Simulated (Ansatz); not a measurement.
Start from `OCBCF` and change one atom or group to get `FC[BH][GeH2][AlH2]`.

Ansatz, PBE0-D4/def2-TZVP geometries, multiplicity 1. Each molecule was computed in one conformer, which needn't be the lowest. `OCBCF` holds a close contact that its SMILES doesn't draw: B···O 1.70 Å.

Scalar relativity is left out up to krypton.

```tsv
property	`OCBCF`
LUMO energy (ωB97M-V/def2-TZVPP) / eV	1.60
LUMO energy (PBE0/def2-TZVPP) / eV	0.06
HOMO–LUMO gap (ωB97M-V/def2-TZVPP) / eV	12.16
HOMO energy (PBE/def2-TZVPP) / eV	-6.55
size of the dipole moment (ωB97M-V/def2-TZVPP) / D	3.88
HOMO energy (ωB97M-V/def2-TZVPP) / eV	-10.56
```

(1) Give the same properties after the change, and the shifts. (Best estimate.)

Answers

(1) Ansatz gave: 
```json
{"property": "LUMO energy (ωB97M-V/def2-TZVPP) / eV", "`FC[BH][GeH2][AlH2]`": "-0.80", "shift": "-2.40"}
{"property": "LUMO energy (PBE0/def2-TZVPP) / eV", "`FC[BH][GeH2][AlH2]`": "-2.51", "shift": "-2.57"}
{"property": "HOMO–LUMO gap (ωB97M-V/def2-TZVPP) / eV", "`FC[BH][GeH2][AlH2]`": "8.60", "shift": "-3.56"}
{"property": "HOMO energy (PBE/def2-TZVPP) / eV", "`FC[BH][GeH2][AlH2]`": "-6.42", "shift": "0.13"}
{"property": "size of the dipole moment (ωB97M-V/def2-TZVPP) / D", "`FC[BH][GeH2][AlH2]`": "1.63", "shift": "-2.25"}
{"property": "HOMO energy (ωB97M-V/def2-TZVPP) / eV", "`FC[BH][GeH2][AlH2]`": "-9.40", "shift": "1.16"}
```

With PBE0 the HOMO rises by 0.71 eV and the LUMO falls by 2.57 eV, so the gap narrows by about 3.28 eV. PBE moves the HOMO by 0.13 eV and ωB97M-V by 1.16 eV. Dipoles are sizes alone; their direction can turn.

Positive LUMOs are unbound, so they and the gaps depend on the basis.
